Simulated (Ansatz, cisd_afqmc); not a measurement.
Species: As, charge -1, triplet.

Total energies in aug-cc-pVTZ, 6 correlated electrons, 14 frozen orbitals. UHF or UKS for unpaired electrons; spin-orbit terms are left out. Correlated methods leave the cores frozen (noble-gas shells, and filled d and f shells in the p block). No relativity. AFQMC/CISD: phaseless, guided by CISD from CCSD amplitudes; bars are statistical, one sigma. Outlying blocks are dropped, and bars are widened where a walk drifts. Over all cases where full CI ran beside it in this data, AFQMC minus full CI had a median of +0.1 mEh and passed +0.4 mEh in a tenth of the cases.

```tsv
method	program	energy (Eh)	minus CCSDTQ (mEh)
HF	Ansatz	-2234.22823	123.58
MP2	Ansatz	-2234.32774	24.08
CCSD	Ansatz	-2234.34539	6.42
CCSD(T)	Ansatz	-2234.35064	1.18
CCSDT(Q)	Ansatz	-2234.35179	0.03
CCSDTQ	Ansatz	-2234.35182	0.00
AFQMC/CISD	cisd_afqmc	-2234.3516 ± 0.0002	0.2 ± 0.2
```

Ansatz is an electronic-structure program.
